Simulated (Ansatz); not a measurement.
Harmonic frequencies (cm⁻¹) at PBE0-D4/def2-TZVP from Ansatz: 49, 102, 147, 182, 197, 315, 406, 573, 680, 692, 719, 724, 767, 835, 1232, 1452, 1452, 1557, 3059, 3142, 3153, 3627, 3736, 3919.

Each molecule was computed in one conformer, which needn't be the lowest.

(1) Which molecule is it?
A. `[NH2][Ga]([NH2])[NH2]`
B. `[CH3][Ga]([NH2])[OH]`
C. `C=[CH][GaH2]`
D. `C[O][GaH][CH3]`

Answers

(1) B.
